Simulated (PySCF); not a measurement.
## Xenon: a sound run and one with changed settings

Sound run: Xe [Xe], Xe⁺ [Kr] 4d10 5s2 5p5. Calculation: PySCF 2.14, in def2-TZVP with the def2 core potential (28 electrons) (6s5p3d2f, 50 functions); scalar relativity through the core potential. The sound run starts from symmetry-adapted Hartree-Fock orbitals and uses a fine grid where one is needed.

Changed run: basis STO-3G, all-electron and non-relativistic. This setting is unsound on purpose.

| species | method | sound run (hartree) | changed run (hartree) | converged |
| --- | --- | --- | --- | --- |
| Xe | UHF | -328.29839 | -7162.10421 | yes |
| Xe | B3LYP | -329.46649 | -7164.29057 | yes |
| Xe | M06-2X | -329.29424 | -7164.54093 | yes |
| Xe⁺ | UHF | -327.87704 | -7161.76014 | yes |
| Xe⁺ | B3LYP | -329.00960 | -7163.90585 | yes |
| Xe⁺ | M06-2X | -328.84337 | -7164.15566 | yes |

Ionisation energy of Xe:

```tsv
method	sound run (eV)	changed run (eV)
UHF	11.466	9.363
B3LYP	12.432	10.469
M06-2X	12.269	10.484
```

A minimal basis cannot let orbitals breathe on ionisation and holds almost no correlation. The Hamiltonian changed with the basis, so the totals do not compare.

For comparison, NIST gives 12.130 eV between the lowest levels.
